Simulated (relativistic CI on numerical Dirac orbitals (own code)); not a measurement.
**Br26+: sensitivity of the levels to the model**

Base calculation: Dirac-Coulomb-Breit CI, KLI orbitals optimised for each configuration, model QED, unscaled Slater integrals.

Configuration list (outside the closed core 1s2): 2s²2p⁵, 2s2p⁶, 2p⁶3s, 2p⁶3p, 2p⁶3d, 2s²2p⁴3s, 2s²2p⁴3p, 2s²2p⁴3d, 2s2p⁵3s, 2s2p⁵3p, 2s2p⁵3d, 2s²2p⁴4s, 2s²2p⁴4p, 2s²2p⁴4d, 2s²2p⁴4f, 2s2p⁵4s, 2s2p⁵4p, 2s2p⁵4d, 2s²2p³3s², 2s2p⁵4f, 2s²2p⁴5s, 2s²2p⁴5p, 2s²2p³3s3p, 2s²2p⁴5d, 2s²2p⁴5f, 2s²2p⁴5g, 2s²2p³3p², 2s²2p³3s3d, 2s²2p³3p3d, 2s2p⁴3s², 2s²2p³3d², 2s2p⁴3s3p, 2s2p⁵5s, 2s2p⁵5p, 2s2p⁴3p², 2s2p⁴3s3d. Levels of other configurations are missing.

Variants: (1) P86 correlation estimate; (2) one mean potential for all configurations. Shifts of the energy above 2s²2p⁵ ²P°3/2, in eV, for the lowest level and the first level of each name with at least 55 % of one term (blank where a level changes its place among those of its configuration and J or its character, or is not in the variant):

| Level | Base | Δ(1) | Δ(2) |
| --- | --- | --- | --- |
| 2s²2p⁵ ²P°3/2 | 0.00 | 0.00 | 0.00 |
| 2s²2p⁵ ²P°1/2 | 48.79 | 0.00 | 0.00 |
| 2s2p⁶ ²S1/2 | 224.73 | +0.33 | +0.09 |
| 2s²2p⁴3s ⁴P5/2 | 1606.87 | +1.49 | +0.55 |
| 2s²2p⁴3s ²P3/2 | 1611.68 | +1.49 | +0.45 |
| 2s²2p⁴3s ⁴P3/2 | 1653.34 | +1.49 | +0.64 |
| 2s²2p⁴3s ²P1/2 | 1657.16 | +1.49 | +0.56 |
| 2s²2p⁴3p ²P°1/2 | 1666.03 | +1.66 | +0.47 |
| 2s²2p⁴3s ²D5/2 | 1666.51 | +1.49 | +0.58 |
| 2s²2p⁴3p ⁴D°7/2 | 1667.99 | +1.66 | +0.49 |
| 2s²2p⁴3s ²D3/2 | 1668.00 | +1.49 | +0.55 |
| 2s²2p⁴3p ⁴P°1/2 | 1699.24 | +1.66 | +0.58 |
| 2s²2p⁴3p ²F°5/2 | 1714.06 | +1.66 | +0.51 |
| 2s²2p⁴3d ⁴D5/2 | 1725.09 | +1.33 | +0.43 |
| 2s²2p⁴3p ²F°7/2 | 1725.93 | +1.66 | +0.53 |
| 2s²2p⁴3d ⁴D7/2 | 1726.35 | +1.33 | +0.44 |
| 2s²2p⁴3d ⁴F9/2 | 1729.77 | +1.33 | +0.44 |
| 2s²2p⁴3d ²F7/2 | 1730.52 | +1.33 | +0.43 |
| 2s²2p⁴3d ⁴D1/2 | 1769.12 | +1.33 | +0.52 |
| 2s²2p⁴3d ²F5/2 | 1779.79 | +1.33 | +0.51 |
| 2s²2p⁴3d ²P3/2 | 1780.71 | +1.33 | +0.52 |
| 2s²2p⁴3d ²G7/2 | 1784.97 | +1.33 | +0.49 |

At this charge energies of transitions that change n are usually good to better than 1 %, and those within a shell (Δn = 0) to a few per cent.

Ionisation energy from the two ground configurations alone: base 2865.58 eV; P86 correlation estimate 2867.34 eV. The NIST ASD value (semi-empirical) is 2869 eV.

LS names give the leading component of a level, which can be under half, so a name can repeat, a term be missing and a line seem to break the LS rules.
